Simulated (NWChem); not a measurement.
Species: GaH$_{2}$Cl; SMILES [Cl][GaH2]

Program: NWChem. Geometry: optimised at B3LYP/6-31G* (spherical d). Ions are spin-unrestricted doublets at the neutral geometry; other ion states weren't tried.

| level | vertical ionisation energy, ΔSCF (eV) | −ε(HOMO) (eV) | ΔSCF minus −ε(HOMO) (eV) | relative time |
|---|---|---|---|---|
| B3LYP/def2-SVPD | 10.81 | 8.26 | 2.55 | 1 |
| PBE/def2-SVPD | 10.51 | 7.20 | 3.31 | 1 |
| r2SCAN/def2-SVPD | 10.71 | 7.51 | 3.20 | 1 |
| PBE0/def2-SVPD | 10.84 | 8.51 | 2.33 | 1 |
| CAM-B3LYP/def2-SVPD | 11.03 | 9.85 | 1.18 | 5 |

Relative times are rough (shared machine, one core).
